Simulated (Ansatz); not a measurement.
AsO, SMILES `O=[As]` radical, relaxed with UKS PBE0-D4/def2-TZVP in Ansatz from a GFN2-xTB geometry. The force threshold is 0.005 eV/Å; the program also tests the step.

The species carries charge 0 and has multiplicity 2.

Start:

```xyz
2

O    -0.561    0.196   -0.522
As    0.561   -0.196    0.522
```

(1) How much energy does the relaxation release, and in how many steps? (An estimate is asked.)

(2) Which bonds change most? (An estimate is asked.)

(3) Give the relaxed structure. (Estimate.)

Answers

(1) Computed: 0.03 eV, in 4 steps.

(2) Ansatz gave: O1–As2 from 1.582 to 1.615 Å.

(3) The calculation gave: 
```xyz
2

O    -0.573    0.200   -0.533
As    0.573   -0.200    0.533
```
